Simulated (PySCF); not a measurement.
RbBe⁺: one state, many levels of theory

State: ¹Σ⁺ (singlet), closed shell. Set-up: PySCF, spin-free X2C with a Gaussian nucleus, basis sets Rb x2c-SVPall, Be x2c-SVPall. De refers to Rb⁺ + Be in their ground configurations, without counterpoise correction. A positive dipole points towards Be; it is taken about the centre of mass and depends on that origin.

```csv
Level,Re (Å),ωe (cm⁻¹),De (eV),μ (D)
RHF-MP2,3.851,102,0.178,n/a
RHF-SCS-MP2,3.879,98.8,0.168,n/a
RHF-CCSD,3.937,89.0,0.130,n/a
RHF-CCSD(T),3.925,90.0,0.133,n/a
PBE,3.659,119,0.230,0.77
PW91,3.643,121,0.247,0.81
BP86,3.709,110,0.185,0.69
r²SCAN,3.737,112,0.222,0.64
PBE0,3.666,117,0.214,0.71
M06-2X,3.612,127,0.198,0.68
ωB97X,3.641,124,0.225,0.77
```

(1) Which functional lies closest to RHF-CCSD(T) in De, which farthest, and by how much do they differ from it?

(2) What does the step from GGA to meta-GGA do here, going from PBE to r²SCAN?

(3) What does the triples do here, going from RHF-CCSD to RHF-CCSD(T)?

Correlated steps freeze 9 core orbitals. Closed-shell solutions of metal pairs were not tested for spin polarisation, which can lower them a little. The bond is weak. Basis-set superposition, not corrected here, can be much of De in a small basis, most of all at correlated wavefunction levels. For an ion De counts to the pair picked by the measured ionisation energies or electron affinities, which need not be the lowest pair at this level.

## Answers

(1) Closest is BP86 (-21.6 pm in Re, +22.2 % in ωe, +0.05 eV in De against RHF-CCSD(T) in the same basis), farthest PW91 (-28.2 pm in Re, +34.4 % in ωe, +0.11 eV in De). CCSD(T) converges more slowly with the basis than the functionals do and binds too weakly in this one, so the order can change at the basis-set limit.

(2) r²SCAN less PBE: +7.8 pm in Re, -5.9 % in ωe, -0.01 eV in De. 

(3) RHF-CCSD(T) less RHF-CCSD: -1.2 pm in Re, +1.1 % in ωe, +0.00 eV in De. Correlation nearly always deepens the well. The bond shortens, as in weak, metallic or heavy-atom bonds, where dispersion and the correlation of outer-core electrons pull the atoms together.
